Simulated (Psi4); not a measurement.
cyclotrisilazane (H9N3Si3), singlet, geometry from GFN2-xTB. Base run: Psi4 with SVWN/STO-3G.

Geometry (Å):
```xyz
15

Si     1.6805    -0.4250    -0.5260
N      0.5029    -1.5283     0.0838
Si    -1.1756    -1.3103     0.4170
N     -1.4604     0.3849     0.5626
Si    -0.5484     1.7237    -0.0303
N      1.0610     1.1711    -0.3142
H      1.9400    -0.6891    -1.9538
H      2.9119    -0.5630     0.2645
H      0.8167    -2.4820     0.1374
H     -1.9928    -1.8825    -0.6696
H     -1.4903    -1.9490     1.7023
H     -2.3680     0.6255     0.9220
H     -0.5161     2.7633     1.0076
H     -1.1399     2.2430    -1.2778
H      1.7230     1.9022    -0.5089
```
All else is at Psi4's defaults (density fitting).

The base run was repeated with changes; each row names its change, and settings that it needs were set with it.

| change | E (Eh) | SCF-reference dipole (D) | core-seconds (rough) |
|---|---|---|---|
| base | -1022.46590 | 0.29 | 4 |
| functional = bhhlyp | -1025.94434 | 0.39 | 5 |
| functional = pw6b95 | -1026.97751 | 0.33 | 9 |
| functional = pbe | -1025.29957 | 0.27 | 7 |
| functional = pbe0-dh | -1025.37791 | - | 5 |
| functional = m06-l | -1025.94098 | 0.26 | 7 |
| functional = r2scan | -1025.86906 | 0.30 | 10 |
| functional = m06 | -1025.73131 | 0.29 | 9 |
| functional = revpbe | -1025.75874 | 0.27 | 7 |
| functional = wb97x | -1025.96428 | 0.36 | 5 |
| functional = hse06 | -1025.53559 | 0.33 | 20 |
| functional = m11 | -1025.03376 | 0.39 | 8 |
| functional = wb97x-v | -1025.85541 | 0.36 | 200 |

Absolute energies of different levels of theory aren't comparable as measures of quality.
